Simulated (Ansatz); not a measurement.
Cartesian coordinates in Å:
```
C 1.123 -0.304 -0.311
N 0.351 -0.200 0.935
C -1.031 0.167 0.599
Ga -0.318 0.784 -1.159
H 2.145 0.074 -0.222
H 1.171 -1.319 -0.737
H 0.420 -1.021 1.524
H -1.480 0.867 1.309
H -1.717 -0.687 0.483
H -0.665 1.637 -2.421
```

Charge 0, multiplicity 1.

(1) List the ωB97M-V/def2-TZVPP orbital energies in eV (the Gaussian-basis code of Ansatz). (Estimate.)

Answers

(1) Computed: Occupied: -10153.29, -1256.80, -1111.00, -1110.89, -1110.87, -393.98, -281.38, -281.38, -154.13, -106.68, -106.36, -106.34, -27.61, -25.70, -25.61, -25.61, -25.53, -25.38, -21.14, -19.53, -16.22, -14.70, -13.77, -13.61, -12.81, -9.94, -9.16, -8.51. Lowest empty: 0.42, 2.07, 2.36, 3.21, 3.69, 4.39, 4.52, 4.83.
